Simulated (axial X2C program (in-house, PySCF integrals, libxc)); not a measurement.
## IrH⁻: properties at the nuclei

Calculated with an in-house all-electron X2C program for linear molecules (integrals from PySCF): two-component X2C with atomic mean-field Coulomb and Gaunt terms, Gaussian nuclei, basis Ir dyall-acv3z, H dyall-av3z with contracted cores.

R = 1.544 Å (near the PBE0 minimum at charge -1 of the determinant lowest at the starting distance; the state shown can have its own minimum elsewhere).

Input and command:
```json
{"zs": [77, 1], "q": -1, "bas": ["dyall-acv3z", "dyall-av3z"], "r0": 1.54, "levels": ["PBE0", "HF", "BP86", "LDA", "B3LYP"], "nst": 3}
```
```bash
python soeom.py task.json out
```

Keys: zs atomic numbers; q charge; bas basis sets; r0 starting distance in Å; levels methods; nst determinants followed.

Determinant lowest in the PBE0 search, Ω = 5/2 (⟨Sz⟩ = 0.50, ⟨Lz⟩ = 2.00 at PBE0), spin on the atoms Ir 0.49, H 0.01:

```csv
level,Eeff magnitude (GV/cm),Ws magnitude Ir (kHz),A∥/gI Ir (MHz),qzz Ir (a.u.),A∥/gI H (MHz),qzz H (a.u.)
PBE0,9.62,3.94,702,-2.82,1.34,0.19
BP86,4.24,1.67,689,-2.14,2.08,0.19
LDA,2.54,0.931,673,-1.98,2.25,0.18
B3LYP,6.26,2.49,664,-2.61,1.59,0.19
```

Eeff is the effective electric field on the electron electric dipole moment in this Ω state and Ws the scalar–pseudoscalar constant of the nucleus named (defined with the proton number Z and per Ω); A∥ (defined per Ω) follows by multiplying with gI = μI/(I μN); qzz is the electric field gradient, eQq0 = 234.96 MHz × Q/barn × qzz. The operators were transformed with the bare-nucleus X2C matrices; with these basis sets, hyperfine constants and field gradients can be off by tens of per cent, and where levels differ in sign neither size nor sign is settled.

Problem. With gI(193Ir) = 0.1091, Q(193Ir) = 0.751 barn, gI(1H) = 5.5857 (g factors from the IAEA table of nuclear moments by Stone; Q from Pyykkö, Mol. Phys. 2018), turn the PBE0 values of the first state into constants in MHz.

Solution. A∥(193Ir) = 702 × 0.1091 = 76.6 MHz; eQq0(193Ir) = 234.96 × (0.751) × (-2.82) = -498 MHz; A∥(1H) = 1.34 × 5.5857 = 7.48 MHz.

Each state is one determinant with collinear spin. For an anion, determinants above electron detachment, or with a positive highest level, are held by the basis set. Where Eeff spreads by more than a factor of two the levels disagree and none is to be relied on. Left out as unconverged or as another state under the same occupation: HF in at least one table. States lie within half an eV, so the first need not be the ground state. Further determinants of the search, some of them spin-mixed, are not shown.
